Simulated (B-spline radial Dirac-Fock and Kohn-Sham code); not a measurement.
# Ge²⁺: scattering cross sections and density moments

System: the Ge²⁺ ion, 1s2 2s2 2p6 3s2 3p6 3d10 4s2.

Input of the calculation (task.json; shells as n, l, electrons):

```json
{"items": [{
  "Z": 32,
  "q": 2,
  "cfg": [[1, 0, 2], [2, 0, 2], [2, 1, 6], [3, 0, 2], [3, 1, 6], [3, 2, 10], [4, 0, 2]],
  "A": 74,
  "rrms": 4.0742,
  "do": ["scatter"],
  "s": [0.0, 0.08, 0.09, 0.12, 0.15, 0.18, 0.23, 0.28, 0.35, 0.44, 0.54, 0.68, 0.84, 1.05, 1.3, 1.62, 2.02, 2.51, 3.13, 3.89, 4.84, 6.03, 7.5],
  "pz": [0, 0.1, 0.15, 0.21, 0.31, 0.45, 0.66, 0.97, 1.4, 2.1, 3.0, 4.4, 6.4, 9.3, 14.0, 20.0, 29.0, 42.0, 62.0, 90.0, 130.0],
  "hv_scatter": [1000, 8047.8, 10000, 20000, 30000, 50000, 500000, 1000000]
}]}
```

Run with: `python xray_run.py task.json out`

Level of theory: Dirac-Fock densities; an atomic code on a B-spline grid.

- Sum of ⟨r⟩: 17.94 bohr
- Sum of ⟨r²⟩: 19.82 bohr²
- Sum of ⟨1/r⟩: 157.57 per bohr
- Langevin diamagnetic susceptibility: -15.7 × 10⁻⁶ cm³/mol
- Lamb shielding (α²/3)Σ⟨1/r⟩: 2797 ppm

Coherent scattering is the Thomson cross section weighted by f₀², without anomalous dispersion; incoherent scattering is Klein-Nishina weighted by S. The Lamb formula is the non-relativistic shielding expression. Electron correlation is left out.

```csv
hν (keV),coherent (b),incoherent (b),incoherent per electron (b)
1,580.7,0.4149,0.0138
8.0478,248.5,6.188,0.206
10,195.7,7.398,0.247
20,81.25,11.24,0.375
30,45.70,12.90,0.430
50,20.00,14.00,0.467
500,0.2856,8.605,0.287
1000,0.07232,6.318,0.211
```

Incoherent scattering overtakes coherent scattering between 50 and 500 keV.
